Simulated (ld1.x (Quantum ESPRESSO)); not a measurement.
## What the settings do to the TM potential of N (Z = 7)

Base potential:

ld1.x (Quantum ESPRESSO) 7.5 input, shortened:

```
&input
   title='N', zed=7., rel=1, dft='PBESOL', iswitch=3,
   config='[He] 2s2 2p2 3d-2'
 /
 &inputp
   pseudotype=2, tm=.true., lloc=0,
   nlcc=.false.
 /
3
2P  2  1   2.00   0.00  1.10  1.10  0.0
3D  3  2  -2.00   0.40  1.10  1.10  0.0
2S  1  0   2.00   0.00  1.05  1.05  0.0
 &test
   configts(1)='2s2 2p2'
 /
```

All-electron outer shells of the reference configuration (PBEsol, scalar-relativistic, ld1.x):

```csv
shell,level (eV),outermost node (bohr),outermost maximum (bohr)
2s,-32.31,0.32,0.99
2p,-20.60,–,0.92
```

Cutoffs, loose and tight: the cutoffs (Ry, on a coarse ladder) from which the occupation-weighted sum of valence levels, in a spherical-Bessel basis at the reference potential, stays within 10 and 1 mRy of its value at 400 Ry. They do not see the model core or the augmentation charge, which bear on the density cutoff. Test errors are all-electron minus pseudo excitation energies from the reference, over the configurations 2s2 2p3; 2s2 2p1; 2s2 2p0; 2s0 2p5; 2s1 2p4; 2s2 2p2.5; 2s1 2p0. A dash means not determined; rows that change the core or the reference have their own tests.

```csv
change,outcome,"cutoff, loose","cutoff, tight",bound ghosts,largest test error (meV)
base,generated,90 Ry,140 Ry,none,+502
"all radii scaled by about 0.93 (s 0.98, p 1.02, d 1.02 bohr)",generated,100 Ry,140 Ry,none,+466
"all radii scaled by about 1.16 (s 1.22, p 1.28, d 1.28 bohr)",generated,70 Ry,100 Ry,none,+619
"all radii scaled by about 1.26 (s 1.32, p 1.38, d 1.38 bohr)",generated,60 Ry,90 Ry,none,+711
"all radii scaled by about 1.37 (s 1.44, p 1.50, d 1.50 bohr)",generated,50 Ry,80 Ry,none,+836
```

(1) What comes out with this change to the base: all radii scaled by about 0.80 (s 0.84, p 0.88, d 0.88 bohr)?

Results:

(1) outcome: generated; cutoff, loose: 110 Ry; cutoff, tight: 160 Ry; bound ghosts: none; largest test error (meV): +423.

Reading the sweep of the scale of all radii (base = 1) (base included, trends over the rows without a ghost): The loose cutoff falls from 110 Ry at 0.8 to 50 Ry at 1.37. A larger radius leaves more room for a smooth pseudo-wave, so fewer plane waves are needed; a smaller one forces it to follow the all-electron wave where it bends sharply. The median size of the test errors (rows with all tests solved) rises from 16.2 meV at 0.8 to 93.6 meV at 1.37. More of the atom is replaced by a form fitted at one configuration, so other configurations suffer as the radius grows.
